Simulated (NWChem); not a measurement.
Molecule: CH4AlO, doublet; SMILES [CH3][Al][OH]

```xyz
7

Al     0.5762    -0.1065     0.0000
C     -0.3586     1.6422     0.0000
H     -1.4559     1.4744     0.0000
H     -0.0819     2.2365    -0.8955
H     -0.0819     2.2365     0.8955
O     -0.4536    -1.5017     0.0000
H     -0.0906    -2.4027     0.0000
```
Atoms are numbered in this order, from 1.

Program: NWChem. Spin-unrestricted. Coordinates come from a PBE-D3(BJ)/def2-SVP, spin-unrestricted optimisation. The spin multiplicity was typed, not searched, and may not be the lowest. No stability test was run on the SCF state. Vertical excitations in the gas phase; the lowest state need not have the same character in each row. Excited states of an open shell can be spin-contaminated.

For level CAM-B3LYP/def2-SVP, TDA:

| Quantity | Result |
|---|---|
| lowest excitation (eV) | 3.05 |
| oscillator strength of that lowest state | 0.062 |
| lowest empty minus highest occupied level, either spin (eV) | 5.21 |

Q: How do the values read with level PBE/def2-SVP, TDA instead?

A: lowest excitation (eV): 2.85
oscillator strength of that lowest state: 0.052
lowest empty minus highest occupied level, either spin (eV): 1.41
